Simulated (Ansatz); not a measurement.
Ansatz (an electronic-structure program) input file for C2H9ClOSi2, SMILES CO[Si@H](Cl)[SiH2]C, PBE/def2-SVPD. The structure is a stationary point at r2SCAN-D4/def2-SVP. The structure was generated by enumeration; whether it is a known compound was not checked. The values are those of a single conformer.

Ansatz 0.2 input:
```yaml
crystal:
  periodic: [false, false, false]
  atoms:
    - {symbol: C, position_ang: [2.96672964, -0.18149711, -0.80639804]}
    - {symbol: O, position_ang: [1.74675916, -0.71668173, -0.32730491]}
    - {symbol: Si, position_ang: [0.26573282, -0.00940819, -0.55590340]}
    - {symbol: Cl, position_ang: [0.22806086, 1.86977560, 0.37830110]}
    - {symbol: Si, position_ang: [-1.36574938, -1.30882199, 0.49672460]}
    - {symbol: C, position_ang: [-2.97972806, -0.33977847, 0.55242139]}
    - {symbol: H, position_ang: [3.19745837, 0.78189671, -0.31859476]}
    - {symbol: H, position_ang: [3.77204553, -0.89448847, -0.57579324]}
    - {symbol: H, position_ang: [2.94034390, -0.02367378, -1.90062445]}
    - {symbol: H, position_ang: [0.05583953, 0.27835762, -2.01010180]}
    - {symbol: H, position_ang: [-0.86691073, -1.59843607, 1.87686697]}
    - {symbol: H, position_ang: [-1.53567210, -2.60785751, -0.22776859]}
    - {symbol: H, position_ang: [-3.36917825, -0.15680618, -0.46139340]}
    - {symbol: H, position_ang: [-3.74975016, -0.88477157, 1.12055203]}
    - {symbol: H, position_ang: [-2.81706164, 0.63592424, 1.03654097]}
basis:
  gaussian:
    orbitals: def2-SVPD
hamiltonian:
  xc: {name: PBE}
```

It prints:

```
WARN ansatz: RAYON_NUM_THREADS=2 ignored (pool sized by the plan → 2); use --threads N
Functional definition: PBE
integrals: 0.20 GiB planned
1831 factors; their error is unknown
mean field: 1.13 GiB planned
mean field evaluation 1: about -32505.2284 eV, gradient 7.5e1 eV
mean field evaluation 2: about -32458.0780 eV, gradient 1.6e2 eV
mean field evaluation 4: about -32517.6631 eV, gradient 1.2e1 eV
mean field evaluation 8: about -32517.9953 eV, gradient 3.0e-1 eV
mean field evaluation 16: about -32517.9309 eV, gradient 8.9e-5 eV
mean field -32517.93094423 eV, -1195.0119207553 hartree, gradient 4.0e-5 eV, S^2 0.000000; 0 other end points of the search recorded, 0 dependent functions left out
reference -32517.93100417 eV, -1195.0119229579 hartree; 37, 37 occupied and 173, 173 virtual orbitals, 1831 factors
Total energy: -32517.93100417 eV, -1195.0119229579 hartree
```

The run converged.
